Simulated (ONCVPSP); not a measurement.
# An all-electron radial function and its pseudo partner (Cu (Z = 29))

Columns: radius, all-electron u(r) and pseudo u(r) of the 3s shell (level -122.98 eV) of copper in the configuration [Ne] 3s2 3p6 3d10; PBEsol, scalar-relativistic, ONCV scheme, ONCVPSP 4.0.1.

```
r (bohr)  all-electron  pseudo
   0.068       -0.0042  0.2052
   0.135       -0.6519  0.4014
   0.202       -0.6003  0.5860
   0.270       -0.1442  0.7567
   0.338        0.3871  0.9052
   0.405        0.8194  1.0249
   0.473        1.1149  1.1148
   0.540        1.2707  1.1690
   0.608        1.3211  1.1889
   0.675        1.2952  1.1755
   0.742        1.2219  1.1333
   0.810        1.1200  1.0656
   0.878        1.0058  0.9788
   0.945        0.8911  0.8810
   1.013        0.7789  0.7765
   1.080        0.6760  0.6757
   1.148        0.5812  0.5810
   1.215        0.4978  0.4977
   1.283        0.4233  0.4232
   1.350        0.3595  0.3594
   1.418        0.3034  0.3034
   1.485        0.2560  0.2560
   1.553        0.2149  0.2149
   1.620        0.1806  0.1805
   1.688        0.1509  0.1509
   1.755        0.1264  0.1263
```

(1) How many radial nodes do the two functions have?

(2) At about which radius was the pseudo-wave matched?

(3) Is the pseudo-wave norm-conserving?

Answers

(1) The all-electron 3s function has n − l − 1 = 2 (the table is too coarse to show those close to the nucleus); the pseudo-wave has 0, since the states of the same l below it are removed with the core.

(2) 1.15 bohr. The columns agree to 0.0005 from 1.08 bohr on; several derivatives are matched, so the curves merge somewhat inside the radius.

(3) Yes: the ONCV scheme keeps the norm inside the radius equal to the all-electron one, which fixes the energy derivative of the logarithmic derivative at the level.
